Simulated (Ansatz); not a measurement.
`[BH2][SnH2][NH2]` + `N=CCl` → `B/N=C\Cl` + `[NH2][SnH3]` at 298.15 K and 1 bar (cleavage of the B–Sn bond).

Computed with Ansatz on PBE0-D4/def2-TZVP structures; ΔE is electronic, products minus reactants. CCSD(T)/CBS adds triple-zeta CCSD(T) − MP2 to the extrapolated MP2 energy (def2 sets, frozen cores). This one scheme is used for every species. Elements past krypton have def2 core potentials. For Sn outer-core shells are correlated without core-valence functions, which leaves a few kJ/mol of doubt a bond. Each species was taken in one conformer, which may not be the lowest.

```csv
species,CCSD(T)/CBS energy (Eh),H − E (kJ/mol),S (J/(mol·K))
`[BH2][SnH2][NH2]`,-297.08243,172.6,334.6
`N=CCl`,-553.70684,94.3,259.9
`B/N=C\Cl`,-579.12291,127.9,295.2
`[NH2][SnH3]`,-271.71442,133.6,290.3
```

H − E and S are ideal-gas, rigid-rotor, harmonic terms from PBE0-D4/def2-TZVP, for one conformer and one mirror image of each species. 1 Eh = 2625.50 kJ/mol, R = 8.31446 J/(mol·K).

Q: By hand: ΔE, ΔH, ΔS and ΔG.

A: ΔE = (-579.12291) + (-271.71442) − (-297.08243) − (-553.70684) = -0.04806 Eh = -126.2 kJ/mol. Δ(H − E) = 127.9 + 133.6 − 172.6 − 94.3 = -5.4, so ΔH = -131.6 kJ/mol. ΔS = 295.2 + 290.3 − 334.6 − 259.9 = -9.0 J/(mol·K). ΔG = -131.6 − 298.15 × (-9.0)/1000 = -128.9 kJ/mol.

Q: By hand: the equilibrium constant, and the temperature at which ΔG would vanish if ΔH and ΔS stayed fixed.

A: log₁₀ K = −ΔG/(RT ln 10) = 22.6. ΔG = 0 at ΔH/ΔS = 14622 K, far beyond where these terms or the molecules hold.

The number of gas molecules stays the same, so ΔS is small and ΔH decides. A doubt of 5 kJ/mol in ΔE shifts log₁₀ K by 0.9 here. Other conformers and mirror images would add mixing entropy, several J/(mol·K) or more a flexible species. These are equilibria of isolated gas molecules and say nothing of rates. Largest T1 diagnostic: 0.014 (customary marks: 0.02 for closed shells, 0.045 for open ones).
